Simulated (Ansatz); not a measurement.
A nudged elastic band was laid between two geometries of C₃H₅AlF₂ (11 atoms, charge 0, multiplicity 1).

Method: Ansatz 0.2.0, RKS PBE0/def2-SVP.

```yaml
movable_images: 5
climbing_image: yes
spring: 5.0 eV/Å²
optimiser: quadratic models (default)
start_path: IDPP
force_threshold: 0.05 eV/Å
iteration_limit: 53
end_points: relaxed
```

Image 0:

```xyz
11
Properties=species:S:1:pos:R:3
C -1.202 -1.285 1.471
Al -0.191 -0.154 0.256
C 1.134 0.133 -1.127
C 0.418 1.433 -0.704
F -0.388 1.890 -1.707
F 1.240 2.445 -0.345
H -0.616 -2.166 1.778
H -2.108 -1.656 0.962
H -1.524 -0.741 2.371
H 1.138 -0.081 -2.206
H 2.164 0.125 -0.729
```

Image 6:

```xyz
11
Properties=species:S:1:pos:R:3
C -1.273 -1.281 1.417
Al -0.226 -0.158 0.224
C 1.372 0.251 -0.790
C 0.265 1.317 -0.957
F -0.217 1.336 -2.231
F 0.656 2.576 -0.646
H -1.822 -2.035 0.827
H -2.014 -0.703 1.989
H -0.625 -1.825 2.123
H 1.735 -0.188 -1.732
H 2.216 0.653 -0.204
```

**Question.** What changes between the two ends?

**Answer.** No bond is made or broken.

**Question.** What energy profile does the band end with?

**Answer.** The forces met the threshold. The highest image is number 6 of 0 to 6, 0.001 eV above the ends, which have the same energy within 2 meV. The highest image is an end point: on this band no image between the ends rises above it.

```
image  path coordinate (Å)  energy (eV)
    0                 0.00        0.000
    1                 0.54        0.000
    2                 1.08        0.000
    3                 1.62        0.000
    4                 2.16        0.000
    5                 2.70        0.000
    6                 3.22        0.001
```

Time of the run: 110 s on 2 threads of Intel(R) Xeon(R) Platinum 8259CL CPU @ 2.50GHz (Skylake/Cascade Lake), on a shared host, peak memory 0.28 GiB.
